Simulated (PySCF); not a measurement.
C₂H₁₁GeNOSi₂.
Geometry (PBE0-D3(BJ)/def2-SVP, Å), atoms numbered from 1 in this order:
```
atom  x, y, z in Å
Ge1    3.118   -0.461   -0.375
O2     1.584   -0.804    0.480
C3     0.554    0.158    0.517
C4    -0.137    0.409   -0.830
Si5   -1.802    1.241   -0.481
N6    -2.123    0.547    1.088
Si7   -0.797   -0.370    1.759
H8     3.561    0.971   -0.005
H9     2.927   -0.581   -1.900
H10    4.095   -1.523    0.143
H11    0.946    1.131    0.887
H12    0.490    0.989   -1.529
H13   -0.343   -0.565   -1.308
H14   -2.839    0.898   -1.504
H15   -1.696    2.737   -0.455
H16   -3.006    0.674    1.569
H17   -0.473    0.030    3.165
H18   -1.014   -1.850    1.744
```

Method: delta-SCF UKS SCAN, pcX-2 on the ionised atom, pcseg-1 elsewhere, spin-free X2C in PySCF 2.14.0. Each 1s hole has a ground state of its own, since the core basis sits on the ionised atom alone.

```tsv
ionised atom	basis functions	E(ground) (Eh)	E(ionised) (Eh)
C3	205	-2887.06440	-2876.35638
C4	205	-2887.06252	-2876.40381
N6	205	-2887.07547	-2872.23018
O2	205	-2887.09066	-2867.34702
Si5	216	-2887.11901	-2819.25872
Si7	216	-2887.11896	-2819.26616
```

Question: Turn these total energies into binding energies.

Answer: E(ionised) − E(ground), at 27.2114 eV a hartree:

```tsv
atom	environment	difference (Eh)	binding energy (eV)
C3	sp3 carbon bound to oxygen	10.70802	291.38
C4	sp3 carbon bound to silicon	10.65871	290.04
N6	nitrogen bridging silicon atoms	14.84529	403.96
O2	oxygen bonded to C and Ge	19.74364	537.25
Si5	SiH2 silicon	67.86029	1846.57
Si7	SiH2 silicon	67.85280	1846.37
```

Question: How much do the ground-state energies differ, and what would follow from using one of them for all holes?

Answer: They run from -2887.1190 Eh (core basis on Si5) to -2887.0625 Eh (on C4), 0.0565 Eh or 1.54 eV apart, though the state is the same; only basis and grid differ. Pairing the ion of C4 with the ground state of Si5 would put its binding energy 1.54 eV too high.

Only 1s holes are shown. Isolated species at its PBE0-D3(BJ)/def2-SVP geometry (one conformer only).
